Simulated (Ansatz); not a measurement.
The Si3–H4 bond of H4MgSi (SMILES [MgH][SiH3]) is stretched (multiplicity 1, the rest rigid).
Geometry at rest (charge 0, multiplicity 1):
| atom | x (Å) | y (Å) | z (Å) |
|---|---|---|---|
| Mg | -1.2739 | -0.6992 | -0.1785 |
| H | -2.7546 | -1.5120 | -0.3860 |
| Si | 0.9718 | 0.5334 | 0.1362 |
| H | 1.6131 | 0.2497 | 1.4524 |
| H | 0.8377 | 2.0169 | 0.0636 |
| H | 1.9863 | 0.1688 | -0.8943 |

Cores are frozen in the correlated methods.

The values were computed with Ansatz (Gaussian basis) for Hartree–Fock, density functionals and correlated methods. 

Energies above the point at 1.491 Å (the B3LYP-D3(BJ) bond length), FIC-MRCISD+Q on CASSCF(2,2)/def2-TZVPP (kcal/mol): 5.54 at 1.342 Å; 3.52 at 1.640 Å; 87.27 at 4.772 Å.

Problem. Take the last value as the depth D of a Morse curve D(1 − e^(−a(R − R₀)))², fit a and R₀ to the two near points, and test it at 2.013 and 2.610 Å.

Solution. 
With D = 87.3, both near points (counted from the curve's value at 1.491 Å) are met by a = 1.51 Å⁻¹ and R₀ = 1.491 Å, so k = 2Da² = 396 kcal/(mol Å²). The curve then gives 25.9 and 57.9 kcal/mol; the level itself gives 26.6 and 62.0, so Morse is off by -0.7 and -4.1.

Ansatz is an electronic-structure program.
